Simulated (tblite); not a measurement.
Run record: tight-binding relaxation, `[C@@H]1([SiH3])[Si@@H](C([S@](=O)CS1)=C)O`.

Computed with GFN2-xTB geometry optimisation, gas phase (tblite 0.8.0). Start geometry: from a force field or distance geometry. A driver script takes a list of jobs; this job's settings line and coordinates (Å) are shown.

Command:
```bash
OMP_NUM_THREADS=1 python probes_run.py task.json out
```

Input:
```
{"job": {"kind": "relax", "xc": "GFN2-xTB", "basis": "xTB"}, "charge": 0, "multiplicity": 1}
C     -2.761600     0.192700     1.148400
C     -1.700100     0.368700     0.365200
Si    -0.489600    -1.008800     0.042600
O     -0.521700    -1.433700    -1.604500
C      1.169800    -0.461100     0.653900
Si     2.575300    -1.290300    -0.275000
S      1.363100     1.308000     0.817400
C      0.414000     2.351300    -0.257600
S     -1.324200     1.928100    -0.397800
O     -1.723100     1.903900    -1.879700
H     -3.484400     0.974200     1.358500
H     -2.947100    -0.800400     1.602000
H     -0.947000    -2.165100     0.836300
H     -1.060400    -2.264900    -1.696500
H      1.232400    -0.877000     1.692800
H      3.772000    -1.123500     0.597300
H      2.333300    -2.741400    -0.358200
H      2.804100    -0.686400    -1.583500
H      0.424400     3.386200     0.189600
H      0.865600     2.450200    -1.254100
```

What does the run print?

```
step      E/eV     max force
  0    -861.83368    4.913
  1    -862.41767    2.578
  2    -862.63306    0.879
  3    -862.68805    0.645
  4    -862.73121    0.606
  5    -862.76288    0.664
  6    -862.79630    0.585
  7    -862.82438    0.563
  8    -862.84904    0.434
  9    -862.86847    0.326
... (93 lines left out)
103    -863.48712    0.013
104    -863.48714    0.013
105    -863.48718    0.019
106    -863.48722    0.020
107    -863.48725    0.011
108    -863.48727    0.010
109    -863.48729    0.010
110    -863.48731    0.016
111    -863.48735    0.016
112    -863.48737    0.010
```

«max force» is the largest atomic force in eV/Å.

From which step on does the largest force stay under 0.1 eV/Å, and how much energy is left to gain from there?

From step 69 (0.059 eV/Å), 10.7 meV above the end.

Main results: energy lowered by 38.1 kcal/mol over 112 steps; largest atomic force 0.010 eV/Å at the end.

Where do the atoms end?

0.644 Å rms from the input after alignment:
```
atom  x, y, z in Å
C1    -2.6505    0.4275    1.3808
C2    -1.7563    0.2573    0.4257
Si3   -0.6282   -1.2122    0.0337
O4    -0.5071   -1.3349   -1.5674
C5     1.0354   -0.6518    0.7973
Si6    2.6130   -1.0239   -0.2122
S7     0.9860    1.1462    1.1908
C8     0.3672    1.8349   -0.3491
S9    -1.4724    1.6481   -0.6976
O10   -1.4860    1.0514   -2.0567
H11   -3.1947    1.3519    1.5053
H12   -2.8769   -0.3581    2.0833
H13   -1.1394   -2.4488    0.6068
H14   -0.8530   -0.5591   -2.0631
H15    1.1390   -1.0998    1.7858
H16    3.7538   -0.5601    0.5772
H17    2.6543   -2.4641   -0.4494
H18    2.5768   -0.2877   -1.4775
H19    0.5593    2.9054   -0.3146
H20    0.8746    1.3885   -1.2019
```

Hardware: an Arm Neoverse V1 with one thread, on a shared host. Cost: 1.6 s wall.
Labels such as C1 count atoms from 1, the log's own numbers from 0.
